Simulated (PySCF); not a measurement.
C₃H₇O₄S (charge -1).
Cartesian coordinates in Å at the GFN2-xTB level; atoms count from 1:
```
atom  x, y, z in Å
C1    -2.3530    0.0655    0.2042
C2    -0.8598    0.1997   -0.0569
O3    -0.2265   -0.9934    0.3760
C4     1.1295   -1.0184    0.0545
S5     2.0167    0.5755    0.3676
O6     1.4955    1.1120    1.6214
O7     1.7140    1.4070   -0.7968
O8     3.4142    0.1519    0.4350
H9    -2.5250   -0.0904    1.2656
H10   -2.8668    0.9696   -0.1128
H11   -2.7557   -0.7870   -0.3397
H12   -0.4383    1.0500    0.4868
H13   -0.6638    0.3531   -1.1278
H14    1.2996   -1.2166   -1.0114
H15    1.6150   -1.7705    0.6697
```

Structure optimised with GFN2-xTB, isolated species.

Masses are those of the commonest isotopes; rigid-rotor values at the optimised geometry. The values belong to one conformer with, in the numbering `[CH3:1][CH2:2][O:3][CH2:4][S:5](=[O:6])(=[O:7])[O-:8]`, C1–C2–O3–C4 174°, C2–O3–C4–S5 43°.

**Question.** Give the principal moments of inertia and the rotational constants in cm⁻¹.

**Answer.** Ia = 133.93, Ib = 452.22, Ic = 477.05 u·Å²; 505379 MHz·u·Å²/I gives 3773, 1118 and 1059 MHz, that is A = 0.12587, B = 0.03728, C = 0.03534 cm⁻¹.

**Question.** Classify the top.

**Answer.** A near-prolate asymmetric top; Ray's κ = -0.957.

**Question.** What does the inertial defect say?

**Answer.** Not planar: Δ = Ic − Ia − Ib = -109.10 u·Å². For a rigid frame Δ = −2 Σ m c², so Σ m c² = 54.55 u·Å² lies off the ab plane: 5.38 from hydrogen and 49.17 from heavier atoms. The atom farthest from that plane is 1.36 Å away.

**Question.** Give the other two planar moments, Paa and Pbb, and the rms extents of the mass along the axes.

**Answer.** Paa = Σ m a² = (Ib + Ic − Ia)/2 = 397.67 and Pbb = Σ m b² = (Ia + Ic − Ib)/2 = 79.38 u·Å². With the mass M = 139.01 u, the rms extents √(P/M) along a, b and c are 1.69, 0.76, 0.63 Å.

**Question.** Where do the levels up to J = 2 lie, in MHz?

**Answer.** Above 0(0,0):
J = 1: 1(0,1) 2177, 1(1,1) 4833, 1(1,0) 4891
J = 2: 2(0,2) 6530, 2(1,2) 9128, 2(1,1) 9303, 2(2,1) 17271, 2(2,0) 17272
The levels of one J sum to (2J + 1)J(J + 1)(A + B + C)/3.

GFN2-xTB frequencies: not computed here. No vibrational averaging or centrifugal distortion is included, and the geometry carries the error of its method.
